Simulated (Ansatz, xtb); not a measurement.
# C4H8OSi: which of two isomers lies lower

We compare a, `C=C(O)/C=C/[SiH3]`, a singlet, with b, `C=C(O)/C=C\[SiH3]`, a singlet. Both are isolated molecules in the gas phase, relaxed with B3LYP-D3(BJ)/def2-SVP; the shapes shown needn't be the lowest conformers.

a (Å):

```yaml
atoms:
  - { symbol: C, position_ang: [-1.5129, 1.4600, 1.3436] }
  - { symbol: C, position_ang: [-0.4481, 1.4545, 0.5155] }
  - { symbol: C, position_ang: [0.2346, 0.2164, 0.1275] }
  - { symbol: C, position_ang: [1.3005, 0.1567, -0.6943] }
  - { symbol: O, position_ang: [0.0930, 2.5726, -0.0349] }
  - { symbol: Si, position_ang: [2.1514, -1.4346, -1.1718] }
  - { symbol: H, position_ang: [-1.8969, 0.5249, 1.7507] }
  - { symbol: H, position_ang: [-2.0173, 2.3872, 1.6289] }
  - { symbol: H, position_ang: [-0.4036, 3.3464, 0.2622] }
  - { symbol: H, position_ang: [-0.1904, -0.6941, 0.5630] }
  - { symbol: H, position_ang: [1.6732, 1.1075, -1.0938] }
  - { symbol: H, position_ang: [3.5863, -1.4214, -0.7555] }
  - { symbol: H, position_ang: [1.4614, -2.5795, -0.5076] }
  - { symbol: H, position_ang: [2.1187, -1.6369, -2.6519] }
```

b (Å):

```xyz
14

C    -0.5484    2.3630    1.1417
C     0.0239    1.3658    0.4381
C    -0.1774   -0.0493    0.7510
C     0.3650   -1.0875    0.0836
O     0.8436    1.5630   -0.6298
Si    1.5136   -1.0741   -1.4115
H    -1.1958    2.1357    1.9882
H    -0.3841    3.4140    0.8900
H     0.9503    2.5070   -0.8052
H    -0.8329   -0.2302    1.6093
H     0.1021   -2.0838    0.4604
H     2.8237   -0.4192   -1.1371
H     0.8914   -0.4679   -2.6221
H     1.7906   -2.5107   -1.7248
```

Quicker runs give these differences E(b) − E(a): GFN2-xTB −1.67 kcal/mol; HF/STO-3G +1.42 kcal/mol (at GFN2-xTB geometries); r2SCAN-D4/def2-SVP +0.98 kcal/mol (at GFN2-xTB geometries).

**Question.** Estimate E(b) − E(a) at the level CCSD(T)/def2-SVP + ΔMP2/def2-TZVPP.

**Answer.** Not settled: CCSD(T)/def2-SVP + ΔMP2/def2-TZVPP gives E(b) − E(a) = +1.01 kcal/mol, but this leans on the basis-set step: CCSD(T) alone gives +0.39 kcal/mol.

How the difference moves with the method:

```tsv
level	geometry	E(b) − E(a) (kcal/mol)	departure from the last row (kcal/mol)	job, with rough time for the two
GFN2-xTB	GFN2-xTB	−1.67	−2.68	optimisation, 0.15 s
HF/STO-3G	GFN2-xTB	+1.42	+0.41	single point, 0.52 s
r2SCAN-D4/def2-SVP	GFN2-xTB	+0.98	−0.03	single point, 3.6 s
B3LYP-D3(BJ)/def2-SVP	B3LYP-D3(BJ)/def2-SVP	+0.14	−0.88	optimisation, 35 s
HF/def2-SVP	B3LYP-D3(BJ)/def2-SVP	+1.13	+0.12	part of the CCSD(T) run
MP2/def2-SVP	B3LYP-D3(BJ)/def2-SVP	+0.48	−0.53	part of the CCSD(T) run
CCSD(T)/def2-SVP	B3LYP-D3(BJ)/def2-SVP	+0.39	−0.62	single point
CCSD(T)/def2-SVP + ΔMP2/def2-TZVPP	B3LYP-D3(BJ)/def2-SVP	+1.01		single point, 44 s
```

As drawn, both hold the same kinds of bond in the same numbers.

GFN2-xTB puts the two in the other order. B3LYP-D3(BJ)/def2-SVP, MP2/def2-SVP, CCSD(T)/def2-SVP find them nearly level. The largest departure from CCSD(T)/def2-SVP + ΔMP2/def2-TZVPP is that of GFN2-xTB, 2.68 kcal/mol. The last row adds to CCSD(T) the change of the MP2 difference between the two basis sets, here +0.62 kcal/mol.

With thermal terms from frequencies at re-optimised GFN2-xTB minima (ideal gas, soft modes damped towards free rotors, one conformer each, 298.15 K, 1 atm): on the last row, ΔE + ΔZPE = +1.37, ΔH = +1.06, ΔG = +2.09 kcal/mol.

The correlated steps freeze 10 core orbitals. Codes used: Ansatz 0.2.0, xtb 6.7.1; the last row on 2 threads of Intel(R) Xeon(R) 6975P-C (Granite Rapids) on a shared host.
